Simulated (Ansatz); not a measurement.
Gas-phase electronic energies from Ansatz, PBE0-D4/def2-TZVP geometries. CCSD(T)/CBS adds triple-zeta CCSD(T) − MP2 to the extrapolated MP2 energy (def2 sets, frozen cores). This one scheme is used for every species. DFT in def2-TZVPP. B3LYP here is the variant with VWN-RPA as its local correlation; programs differ in this. Each species was taken in one conformer, which may not be the lowest.

Consider the substitution at a C–O bond: `CCCCCO` + `CCCCCS` → `CCCCCSCCCCC` + H₂O.

```
      species  B3LYP-D4 energy (Eh)
     `CCCCCO`            -273.11686
     `CCCCCS`            -596.09023
`CCCCCSCCCCC`            -792.75493
          H₂O             -76.46698
```

Problem. Work out ΔE.

Solution. ΔE = (-792.75493) + (-76.46698) − (-273.11686) − (-596.09023) = -0.01482 Eh = -9.3 kcal/mol. CCSD(T)/CBS gives -11.8 kcal/mol.

Largest T1 diagnostic among the species: 0.009.

Leaving LDA and LC-ωPBE aside and taking each functional with its dispersion term where it has one, the values, not all of them listed here, spread over 3.6 kcal/mol, from revPBE-D4 to B2PLYP. LDA lies −2.4 kcal/mol from PBE without D4. In def2-TZVPP, CCSD(T) changes the Hartree–Fock value by −7.7 kcal/mol (the triples alone add −1.3 kcal/mol) and MP2 by −10.3 kcal/mol.
